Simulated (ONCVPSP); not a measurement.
Before and after: ONCV potential for carbon (C)

* Element: C
* Generator: ONCVPSP 4.0.1
* Type: optimised norm-conserving Vanderbilt (ONCV)
* Functional: LDA (Perdew-Wang 92)
* Relativity: non-relativistic
* Frozen core: [He]
* Valence charge: 4
* Reference configuration: 2s2 2p2
* Partial waves: 2s: rc 1.05 bohr, ncon 3, nbas 6, qcut 6.1 1/bohr, 3 projectors, debl 3.5 Ha; 2p: rc 2.65 bohr, ncon 4, nbas 7, qcut 4.9 1/bohr, 2 projectors, debl 3.6 Ha
* Local potential: polynomial inside 0.85 bohr (lpopt 5, dvloc0 6 Ha)
* Core correction: none

Change: p: ncon 5, nbas 8.

Cutoffs: the cutoffs (Ha) at which the residual kinetic energy of the hardest occupied pseudo-wave falls to 1 and 0.1 mHa per electron; they do not see the model core or the augmentation charge, which bear on the density cutoff. Errors are all-electron minus pseudo energies relative to the spin-unpolarised reference configuration.

Predict the effect on cutoff, ghosts and configuration errors.

The potential gets neither clearly harder nor softer (18 Ha and 67 Ha → 18 Ha and 67 Ha); of the 4 tests that both files solve, the error grows in 0 and shrinks in 4 by more than 15 % and 0.3 meV (median size 499.6 → 398.2 meV); neither file shows a bound ghost.

```csv
quantity,base,changed
"cutoff, loose",18 Ha,18 Ha
"cutoff, tight",67 Ha,67 Ha
loose cutoff by channel,"s 18 Ha, p 8.7 Ha","s 18 Ha, p 9.5 Ha"
bound ghosts,none,none
GHOST(+) flags under 300 eV,none,none
"error for 2s2 2p1, meV [ΔE 10.99 eV]",+109,+86
"error for 2s2 2p0, meV [ΔE 35.25 eV]",+890,+710
"error for 2s1 2p0, meV [ΔE 83.20 eV]",+1785,+1459
"error for 2s2 2p1.5, meV [ΔE 4.03 eV]",+17,+13
s: phases at 1.06 bohr within 0.05 rad from the reference energy up to (Ha; the scan ends near 5),to the end of the scan,to the end of the scan
p: phases at 2.69 bohr within 0.05 rad from the reference energy up to (Ha; the scan ends near 5),0.3,0.4
```
